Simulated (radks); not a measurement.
Values are calculated unless marked as measured or tabulated.
Q: Neutral mercury, [Hg]. Code: a radial shooting solver on a logarithmic mesh with Libxc functionals. Model: non-relativistic Kohn-Sham, exchange-only PBE, spin-polarised, spherical densities, point nucleus. Every spin shell is full or empty, so the densities are truly spherical. Functionals are evaluated on that one density, not self-consistently. Rank these exchange functionals by their error against the exact value of the orbitals, and give that value: LDA, PBEsol, revPBE, RPBE, PW91, WC, SOGGA, G96, EV93, SCAN, TASK.

A: Exact: -344.986 hartree. From best to worst, with 100 (|E| - |E exact|)/|E exact| (equal figures are ties): PW91 +0.07, SCAN +0.08, RPBE -0.20, revPBE -0.23, EV93 -0.49, G96 +0.49, WC -0.59, PBEsol -1.77, SOGGA -1.77, TASK -1.81, LDA -3.77.
